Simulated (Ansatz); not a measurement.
Consider the isomerisation: `[BH2][AlH][CH2]OC` → `CO[B](C)[AlH2]`.

Isolated molecules relaxed with PBE0-D4/def2-TZVP in Ansatz; ΔE leaves out vibrations. CCSD(T)/CBS adds triple-zeta CCSD(T) − MP2 to the extrapolated MP2 energy (def2 sets, frozen cores). DFT in def2-TZVPP. B3LYP here is the variant with VWN-RPA as its local correlation; programs differ in this. Each species was taken in one conformer, which may not be the lowest.

`[BH2][AlH][CH2]OC`:

Cartesian coordinates in Å:
```
B -1.173 1.211 0.857
Al -0.105 -0.434 1.592
C 1.028 -1.187 0.119
O 1.269 -0.237 -0.920
C 0.130 0.344 -1.420
H -0.748 2.335 0.881
H -2.269 1.088 0.380
H -0.099 -1.173 3.002
H 0.550 -2.086 -0.308
H 2.014 -1.508 0.465
H 0.399 0.980 -2.265
H -0.354 1.046 -0.669
H -0.641 -0.379 -1.715
```

`CO[B](C)[AlH2]`:

Cartesian coordinates in Å:
```
C 1.117 -1.001 1.428
O 0.394 -1.141 0.233
B -0.230 -0.121 -0.405
C -0.981 -0.500 -1.734
Al -0.222 1.922 0.321
H 1.115 0.038 1.786
H 2.151 -1.312 1.265
H 0.673 -1.637 2.197
H -0.570 0.064 -2.580
H -2.038 -0.217 -1.681
H -0.919 -1.567 -1.968
H 0.868 2.989 -0.155
H -1.359 2.484 1.294
```

```csv
level,ΔE (kJ/mol),difference from CCSD(T)/CBS
PBE-D4,-230.9,20.2
r2SCAN-D4,-238.9,12.2
B3LYP-D4,-246.8,4.3
ωB97X-V,-247.9,3.2
r2SCAN,-239.3,11.8
PBE0,-243.9,7.2
B3LYP,-250.7,0.4
HF/def2-TZVPP,-273.4,-22.3
MP2/def2-TZVPP,-256.9,-5.8
CCSD/def2-TZVPP,-254.6,-3.5
CCSD(T)/def2-TZVPP,-250.9,0.2
HF/def2-QZVPP,-273.8,-22.7
SCS-MP2/def2-QZVPP,-257.7,-6.6
HF/CBS(def2),-273.8,-22.7
MP2/CBS(def2),-257.1,-6.0
CCSD/CBS(def2),-254.9,-3.8
CCSD(T)/CBS,-251.1,0
```

Largest T1 diagnostic among the species: 0.014.

The D4 term adds +3.9 kJ/mol with B3LYP and +1.9 kJ/mol with PBE0; it sums over pairs of atoms, weighted by their polarisabilities, and B3LYP, whose exchange is more repulsive, gets the larger term. In def2-TZVPP, CCSD(T) changes the Hartree–Fock value by +22.5 kJ/mol (the triples alone add +3.7 kJ/mol) and MP2 by +16.5 kJ/mol. From PBE to PBE0 (25 % exact exchange), in def2-TZVPP and without D4, ΔE moves by −10.7 kJ/mol.
